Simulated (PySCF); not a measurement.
**Computed properties of CH₁₀N₂Si₂, SMILES NC[SiH2][SiH2]N**

CH₁₀N₂Si₂, SMILES NC[SiH2][SiH2]N. Geometry optimised at B3LYP-D3(BJ)/def2-SVP. This is a generated structure with no PubChem entry under its InChIKey; it may be hypothetical. Other conformers were not sampled. All values are computed for the isolated molecule unless a solvent is named; none is compared with measurement here.

**Structure.** All 39 harmonic modes at B3LYP-D3(BJ)/def2-SVP (PySCF) are real, so it is a minimum. With heavy atoms numbered as in [NH2:1][CH2:2][SiH2:3][SiH2:4][NH2:5], the shortest bond between them is N1–C2 at 1.469 Å and the longest Si3–Si4 at 2.363 Å.

**Vibrations.** The strongest infrared lines (harmonic, unscaled, degenerate partners summed) lie at 811 cm⁻¹ (234 km/mol, H 55 %, Si 18 %, N 16 %, C 11 %), 462 cm⁻¹ (228 km/mol, H 65 %, N 21 %, Si 14 %), 868 cm⁻¹ (205 km/mol, H 68 %, N 26 %). The softest mode is at 41 cm⁻¹ and the zero-point energy is 71.6 kcal/mol.

**Electronic structure.** PBE0/def2-TZVP (PySCF) places the frontier levels at -6.45 and -0.36 eV, a gap of 6.09 eV, and gives a dipole moment of 1.69 D and a mean polarisability of 86.7 bohr³. PBE/def2-TZVP (PySCF) at the same geometry gives -5.13 and -1.17 eV, so its gap is 2.13 eV narrower. An orbital gap is neither the optical nor the fundamental gap.

**Excitations.** TDDFT-ωB97X/def2-SVPD (PySCF) has S1 at 5.64 eV (220 nm, f = 0.023, weak); the most intense of the 10 singlets computed lies at 7.64 eV (f = 0.12). T1 (TDA) is at 5.18 eV. TDDFT-PBE/def2-SVPD (PySCF) puts S1 at 4.17 eV. No vertical singlet excitation falls in the visible range (under 3.1 eV).

**NMR.** GIAO shifts at PBE0/pcSseg-1 (PySCF) (non-relativistic, atoms alike by connectivity averaged): ¹³C at 28.9 ppm against TMS; ¹H from -0.3 to 5.3 ppm against TMS; ²⁹Si from -70.9 to -46.0 ppm against TMS.
